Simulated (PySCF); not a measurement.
# SrCd: energy against distance

Set-up: Sr def2-SVPD with ECP28, Cd def2-SVPD with ECP28; scalar-relativistic core potentials (PySCF 2.14). Energies in eV from Sr + Cd in their ground configurations at the same level. State: ¹Σ⁺ (singlet), closed shell.

All columns are PBE0. A positive dipole means Sr(−)Cd(+).

| R (Å) | E (eV) | μ (D) | Mulliken charge on Sr (basis-dependent) | HOMO (eV) | LUMO (eV) | Mayer bond order | ⟨S²⟩ |
| --- | --- | --- | --- | --- | --- | --- | --- |
| 3.464 | -0.017 | 0.33 | 0.06 | -3.80 | -1.40 | 0.59 | 0.00 |
| 3.625 | -0.066 | 0.20 | 0.05 | -3.84 | -1.33 | 0.51 | 0.00 |
| 3.786 | -0.090 | 0.08 | 0.05 | -3.88 | -1.26 | 0.44 | 0.00 |
| 3.907 | -0.097 | 0.01 | 0.04 | -3.91 | -1.22 | 0.39 | 0.00 |
| 4.028 | -0.099 | -0.06 | 0.03 | -3.93 | -1.19 | 0.35 | 0.00 |
| 4.149 | -0.097 | -0.11 | 0.02 | -3.96 | -1.18 | 0.31 | 0.00 |
| 4.310 | -0.090 | -0.16 | 0.02 | -3.98 | -1.18 | 0.26 | 0.00 |
| 4.511 | -0.079 | -0.20 | 0.01 | -4.01 | -1.18 | 0.21 | 0.00 |
| 4.753 | -0.064 | -0.23 | 0.00 | -4.03 | -1.17 | 0.16 | 0.00 |
| 5.075 | -0.047 | -0.22 | 0.00 | -4.04 | -1.15 | 0.11 | 0.00 |

A fit through these points gives, at Re = 4.010 Å, μ = -0.05 D and dμ/dR = -0.484 D/Å; the reduced mass is 49.61 u.

Q: How strong is the fundamental in the double-harmonic approximation, I = 42.26·(dμ/dR)²/μred km/mol?

A: I = 42.26·(-0.484)²/49.61 = 0.200 km/mol at PBE0.

Closed-shell solutions of metal pairs were not tested for spin polarisation, which can lower them a little. The bond is weak. Basis-set superposition, not corrected here, can be much of De in a small basis, most of all at correlated wavefunction levels. Functionals without a dispersion term scatter widely for such bonds, and LDA overbinds them.
